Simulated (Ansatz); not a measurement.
Stepwise reaction of `[CH3][Ga]([CH3])[NH2]` with ammonia, as a gas-phase model of exchange steps in deposition or etching. ΔE in kJ/mol.

Calculated with Ansatz (gas phase, PBE0-D4/def2-TZVP geometries, no zero-point term in ΔE). CBS: MP2 limit from def2 TZ/QZ plus the TZ coupled-cluster correction, frozen cores. This one scheme is used for every species. DFT in def2-TZVPP. B3LYP here is the variant with VWN-RPA as its local correlation; programs differ in this. For Ga outer-core shells are correlated without core-valence functions, which leaves a few kJ/mol of doubt a bond. Scalar relativity is left out up to krypton. One conformer a species, not always the lowest.

| step | reaction | PBE-D4 | B3LYP-D4 | ωB97M-V | CCSD(T)/CBS |
| --- | --- | --- | --- | --- | --- |
| 2 | `[CH3][Ga]([NH2])[NH2]` + NH₃ → `[NH2][Ga]([NH2])[NH2]` + CH₄ | -34.5 | -40.2 | -37.6 | -39.2 |

(1) Give the row of step 1, `[CH3][Ga]([CH3])[NH2]` + NH₃ → `[CH3][Ga]([NH2])[NH2]` + CH₄. (An estimate is asked.)

(2) By hand: ΔE of the 2 steps together at CCSD(T)/CBS.

Results:

(1) Computed: 
```
step                                                       reaction  PBE-D4  B3LYP-D4  ωB97M-V  CCSD(T)/CBS
   1  `[CH3][Ga]([CH3])[NH2]` + NH₃ → `[CH3][Ga]([NH2])[NH2]` + CH₄   -45.0     -51.8    -49.2        -51.1
```

(2) (-51.1) + (-39.2) = -90.3 kJ/mol, or -45.2 kJ/mol a step.

In ΔE each step is higher than the one before. All are downhill at CCSD(T)/CBS. PBE-D4 differs from CCSD(T)/CBS by 4.7 to 6.1 kJ/mol a step. Isolated molecules leave out the surface, adducts and barriers. Largest T1 diagnostic: 0.012.
